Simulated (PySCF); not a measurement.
Geometry (Å), atoms numbered from 1 in this order:
```xyz
19

C     2.687   -0.555    0.047
O     1.598    0.173    0.517
C     0.574    0.347   -0.433
C    -0.204   -0.957   -0.725
C    -1.682   -0.573   -0.661
C    -1.712    0.490    0.434
C    -0.468    1.327    0.133
H     3.450   -0.570    0.838
H     3.130   -0.096   -0.860
H     2.427   -1.603   -0.200
H     1.021    0.749   -1.364
H     0.083   -1.441   -1.671
H     0.027   -1.661    0.092
H    -2.342   -1.431   -0.465
H    -2.005   -0.130   -1.620
H    -2.640    1.080    0.450
H    -1.613    0.007    1.421
H    -0.051    1.841    1.010
H    -0.704    2.095   -0.620
```

Geometry: PBE0-D3(BJ)/def2-SVP; GIAO shifts from PySCF, gas phase, non-relativistic, averaged over equivalent atoms.

At PBE0/STO-3G (47 basis functions, 4.1 s wall time on 1 thread of an Arm Neoverse V2, shared host):
```json
{"atoms": "C3", "δ (ppm)": "67.7"}
{"atoms": "C1", "δ (ppm)": "48.1"}
{"atoms": "C4/C7", "δ (ppm)": "34.1"}
{"atoms": "C5/C6", "δ (ppm)": "31.3"}
{"atoms": "O2", "δ (ppm)": "-18.9"}
{"atoms": "H11", "δ (ppm)": "1.78"}
{"atoms": "H8/H9/H10", "δ (ppm)": "1.68"}
{"atoms": "H13/H18", "δ (ppm)": "1.29"}
{"atoms": "H12/H19", "δ (ppm)": "1.22"}
{"atoms": "H14/H17", "δ (ppm)": "1.15"}
{"atoms": "H15/H16", "δ (ppm)": "1.01"}
```

References, each an isolated molecule treated in the same way: ¹³C (σ = 234.69 ppm) and ¹H (σ = 32.60 ppm) against TMS; ¹⁷O (σ = 341.71 ppm) vs H2O.

Q: Estimate the result of repeating the calculation with LC-wPBE/pcSseg-1.

A: 
| atoms | δ at LC-wPBE/pcSseg-1 | change |
| --- | --- | --- |
| C3 | 80.1 | +12.4 |
| C1 | 55.9 | +7.8 |
| C4/C7 | 35.4 | +1.3 |
| C5/C6 | 26.9 | -4.4 |
| O2 | 41.7 | +60.6 |
| H11 | 3.35 | +1.57 |
| H8/H9/H10 | 3.07 | +1.39 |
| H13/H18 | 1.47 | +0.18 |
| H12/H19 | 1.74 | +0.52 |
| H14/H17 | 1.53 | +0.38 |
| H15/H16 | 1.25 | +0.24 |

Referencing at the same level of theory: ¹³C (σ = 188.56 ppm) and ¹H (σ = 31.33 ppm) vs TMS; ¹⁷O (σ = 338.72 ppm) against H2O.

The largest change is at O2 (ether oxygen). Cost: 179 basis functions, 32 s wall time on 1 thread of an x86-64 server CPU, shared host. The order of the carbon signals is the same at both levels.

Experimental scales use liquid or dissolved standards, which lie at an offset from isolated H2O (liquid H2O: subtract about 36 ppm).
